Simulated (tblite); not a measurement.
**Question.** Give a GFN2-xTB geometry of `Cc1cnnn1C`.

**Answer.** 
Z-matrix in Å and degrees, rows numbered from 1:
```
C 
C   1  1.4809
C   2  1.3795  1  132.96
N   3  1.3452  2  108.37  1   179.69
N   4  1.2778  3  109.21  2     0.01
N   5  1.3304  4  108.84  3     0.01
C   6  1.4306  2  128.38  1     0.24
H   1  1.0903  2  110.57  3  -120.36
H   1  1.0864  2  109.75  3    -0.32
H   1  1.0904  2  110.73  3   119.78
H   3  1.0702  2  129.75  1    -0.49
H   7  1.0881  6  107.42  2   178.74
H   7  1.0920  6  110.64  2   -61.76
H   7  1.0918  6  110.62  2    59.18
```

The 3 C–N bonds span 1.345 Å (C3–N4, aromatic) to 1.431 Å (N6–C7, drawn single), a spread of 0.086 Å. The N–N distances run from 1.278 Å (N4–N5, aromatic) to 1.330 Å (N5–N6, aromatic), a spread of 0.052 Å. The C–C distances run from 1.380 Å (C2–C3, aromatic) to 1.481 Å (C1–C2, drawn single), a spread of 0.101 Å. The 7 heavy atoms lie in one plane (0.001 Å rms).

The geometry is computed with GFN2-xTB (gas phase).

Point group: Cs (every atom within 0.08 Å of its image). Its GFN2-xTB frequencies are all real (lowest 106 cm⁻¹).
